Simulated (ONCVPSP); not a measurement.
# PBE ONCV dataset for P (Z = 15), scalar-relativistic all-electron reference.

| Property | Result |
| --- | --- |
| Element | phosphorus |
| Generator | ONCVPSP 4.0.1 |
| Type | optimised norm-conserving Vanderbilt (ONCV) |
| Functional | PBE |
| Relativity | scalar-relativistic |
| Frozen core | [He] |
| Valence charge | 13 |
| Reference configuration | 2s2 2p6 3s2 3p1 (charge +2) |
| Partial waves | 2s+3s: rc 0.70 bohr, ncon 4, nbas 8, qcut 17.7 1/bohr, 2 projectors; 2p+3p: rc 0.75 bohr, ncon 4, nbas 9, qcut 21 1/bohr, 2 projectors; d scattering state at 0.42 Ha: rc 0.65 bohr, ncon 5, nbas 10, qcut 16.6 1/bohr, 1 projector |
| Local potential | polynomial inside 0.50 bohr (lpopt 3, dvloc0 0 Ha) |
| Core correction | none |

All-electron outer shells of the reference configuration (PBE, scalar-relativistic, ld1.x):

```csv
shell,level (eV),outermost node (bohr),outermost maximum (bohr)
1s,-2108.38,–,0.07
2s,-197.53,0.14,0.42
2p,-148.09,–,0.36
3s,-33.96,0.65,1.52
3p,-24.28,0.63,1.68
```

Question: Estimate the cutoffs (Ha) at which the residual kinetic energy of the hardest occupied pseudo-wave falls to 1 and 0.1 mHa per electron.

Answer: 156 Ha and 178 Ha.

Question: Does the potential have ghost states?

Answer: No bound ghost flagged; no localised positive-energy state flagged.

Question: Tests: 2s2 2p6 3s2 3p3; 2s2 2p6 3s2 3p2; 2s2 2p6 3s2 3p0; 2s2 2p6 3s1 3p3. Which has the largest error in its energy relative to the reference configuration, and how large is it?

Answer: 2s2 2p6 3s1 3p3, with +2.9 meV (all-electron minus pseudo) on -10.03 eV.
